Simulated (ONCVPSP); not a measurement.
**nickel (Ni): excitation energies, all-electron against ONCV**

Ni, optimised norm-conserving Vanderbilt (ONCV), made with ONCVPSP 4.0.1 (Wu-Cohen, scalar-relativistic). Core [Ne], reference 3s2 3p6 3d8.5 4s1.5. Waves: 3s+4s: rc 1.45 bohr, ncon 3, nbas 7, qcut 8.9 1/bohr, 3 projectors, debl 3.6 Ha; 3p: rc 1.10 bohr, ncon 4, nbas 7, qcut 13 1/bohr, 3 projectors, debl 3.4 Ha; 3d: rc 1.10 bohr, ncon 4, nbas 9, qcut 14.7 1/bohr, 3 projectors, debl 1.2 Ha. Local part: polynomial inside 1.10 bohr (lpopt 1, dvloc0 2 Ha). Core correction: none.

Energies are relative to the spin-unpolarised reference configuration 3s2 3p6 3d8.5 4s1.5; without spin polarisation the order of configurations can differ from experiment.

```json
{"valence configuration": "3s2 3p6 3d8 4s2", "charge": "0", "ΔE all-electron (eV)": "1.185", "error AE − PS (meV)": "+1.9"}
{"valence configuration": "3s2 3p6 3d8 4s1", "charge": "+1", "ΔE all-electron (eV)": "10.541", "error AE − PS (meV)": "-0.4"}
```

**Question.** What are ΔE and the potential's error for 3s2 3p6 3d7 4s0?

**Answer.** ΔE = 65.266 eV all-electron; the error (AE − PS) is +0.2 meV.

**Question.** What are ΔE and the potential's error for 3s2 3p6 3d8 4s0?

**Answer.** ΔE = 27.792 eV all-electron; the error (AE − PS) is -1.4 meV.

Levels in the configuration 3s2 3p6 3d8 4s1:

| level | all-electron (eV) | pseudo (eV) |
| --- | --- | --- |
| 3s | -119.971 | -119.983 |
| 3p | -80.455 | -80.461 |
| 3d | -17.983 | -17.982 |
| 4s | -13.188 | -13.188 |
